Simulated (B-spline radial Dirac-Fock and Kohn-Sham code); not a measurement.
Calculated with a radial B-spline solver, using Dirac-Fock densities.

Q: This computed X-ray form factor belongs to an atom or ion in its tabulated ground configuration. Which?

```
sin θ/λ (Å⁻¹)     f₀
         0.25  2.996
          0.3  2.994
         0.45  2.986
          0.6  2.975
          0.7  2.966
          0.9  2.944
          1.8  2.789
            4  2.232
            5  2.000
```

A: Dy⁶³⁺, with 3 electrons in [He] 2s1. f₀ tends to the number of electrons as s goes to zero, which the first rows give only roughly, and the rate of fall reflects the nuclear charge, 66.
